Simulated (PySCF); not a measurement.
## Adding and removing an electron: TlC

PBE0; Tl aug-cc-pVDZ-PP with ECP60, C aug-cc-pVDZ; scalar-relativistic core potentials (PySCF 2.14). Neutral (UKS): quartet (σ ↑, π ↑↑), Re = 2.300 Å, ωe = 418 cm⁻¹, De = 2.74 eV, HOMO -6.03 eV, LUMO -2.15 eV.

TlC⁺ (UKS): triplet (σ ↑, π ↑), Re = 3.000 Å, ωe = 147 cm⁻¹. The energies at the minima are -210.39594 hartree for TlC and -210.10617 for TlC⁺.

Problem. Work out the adiabatic ionisation energy, without and with harmonic zero-point energies (1 hartree = 27.2114 eV, 1 eV = 8065.5 cm⁻¹), and the change of the bond length.

Solution. At PBE0: 0.28977 hartree = 7.885 eV between the minima; the zero-point term (147.0 − 418.0)/2 cm⁻¹ = -0.017 eV makes it 7.868 eV. Re changes by +70.0 pm against the neutral. The electron leaves a π orbital, and the ion is left as a loose complex of an ion and an atom.

Spin–orbit coupling is left out, which matters for elements this heavy, above all for dissociation energies. States were picked by a PBE0 search and need not be the measured ground states.
